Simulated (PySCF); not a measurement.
GaH2I, SMILES [I][GaH2]. Geometry optimised at B3LYP-D3(BJ)/def2-TZVP. The def2 effective core potentials stand for the cores of I; spin–orbit coupling is left out.

Method: B3LYP-D3(BJ)/def2-TZVP (PySCF).

Harmonic wavenumbers (cm⁻¹): 241, 459, 584, 720, 1984, 2003. Rotational constants (GHz): 127.3, 1.716, 1.693; symmetry number 2.

Task: Work out the zero-point energy and the ideal-gas rigid-rotor harmonic-oscillator thermochemistry at 298.15 K and 1 atm.

Result: ZPE = ½ Σ hcν = ½ × 5990 cm⁻¹ = 8.56 kcal/mol. H − E(el) = 11.58 kcal/mol. Entropy in cal/(mol K): translation 41.76, rotation 22.90, vibration 3.33, total 67.99. G − E(el) = -8.69 kcal/mol. Cp = 12.95 cal/(mol K).
